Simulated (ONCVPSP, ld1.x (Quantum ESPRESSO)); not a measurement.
# Pseudopotentials across the periodic table

Generated with ld1.x 7.5 (TM, RRKJ, ultrasoft, PAW), atompaw 4.2 or ONCVPSP 4.0.1. The cutoff is in Ry: for ld1.x and atompaw files where the sum of valence levels is converged to 10 mRy in a Bessel basis, for ONCV files where the hardest occupied wave has 1 mHa per electron of residual kinetic energy. The error is the largest all-electron minus pseudo excitation energy over each file’s own four to seven test configurations (ionisations up to +4, promotions, holes and added fractions of an electron), all of which were solved. The labels leave out finer settings (local radius, basis sizes, second energies), which also bear on the numbers. Spin-polarised tests are not counted. The rows are a selection from randomly drawn settings: files with unsolved tests, undetermined cutoffs or missed reference levels are left out.

A true bound ghost makes a file unfit for plane-wave use even where its test errors are small: the radial tests pick states by their node count and pass the ghost by.

| element | potential | cutoff (Ry) | largest error (meV) | bound ghosts |
| --- | --- | --- | --- | --- |
| S | RRKJ, PBEsol, scalar-relativistic, rc 1.50/1.15/1.45 (spd), local smoothed, core correction no, reference 3s2 3p4 | 80 | +230 | none |
| Ti | TM, LDA (PZ), scalar-relativistic, rc 2.20/1.40/1.35 (spd), local s, core correction no, reference 3p6 3d2 4s1.5 4p0 | 90 | -1248 | none |
| Ni | ONCV, PBEsol, scalar-relativistic, rc 2.20/2.15/1.00 (spd), local d, core correction yes, reference 3d8 4s2, qcut 3.7/3.7/16.2, projectors 2/1/0 | 209 | -113 | s, p |
| Se | ONCV, PBE, scalar-relativistic, rc 0.85/1.10/0.75 (spd), local smoothed, core correction yes, reference 3s2 3p6 3d10 4s1.5 4p4.5, qcut 11.3/9.9/16.4, projectors 2/2/3 | 348 | +54 | none |
| Pd | ONCV, PBE, fully relativistic, rc 0.90/1.50/1.80 (spd), local smoothed, core correction yes, reference 4s2 4p6 4d9.5, qcut 6.7/9.2/9.6, projectors 2/2/2 | 358 | +5.1 | d5/2 |
| In | TM, revPBE, fully relativistic, rc 2.10/2.45 (sp), local s, core correction yes, reference 5s2 5p1 | 18 | -216 | none |
| Ba | ONCV, PBEsol, non-relativistic, rc 2.90/3.25/3.40 (spd), local smoothed, core correction yes, reference 5s2 5p6 6s1.5, qcut 4.1/4.9/3.1, projectors 3/1/3 | 11 | -8.0 | none |
| Gd | ONCV, PBE, scalar-relativistic, rc 1.90/1.60/3.20/1.45 (spdf), local smoothed, core correction yes, reference 4f7 5s2 5p6 5d1 6s0.5, qcut 5.8/4.7/4.7/14.2, projectors 2/2/1/2 | 149 | -2.3 | s |

**Question.** Fill in the row for La: ONCV, PBE, scalar-relativistic, rc 2.15/2.95/3.70/3.80 (spdf), local smoothed, core correction no, reference 5s2 5p6 5d1 6s2, qcut 5.4/4.7/5/2.9, projectors 2/1/3/2.

**Answer.** cutoff 22 Ry, largest error +110 meV, bound ghosts: none.

**Question.** Fill in the row for W: ONCV, PBE, scalar-relativistic, rc 1.60/2.10/2.55 (spd), local smoothed, core correction yes, reference 5s2 5p6 5d4, qcut 7/6.3/6.3, projectors 1/2/2.

**Answer.** cutoff 39 Ry, largest error +288 meV, bound ghosts: none.
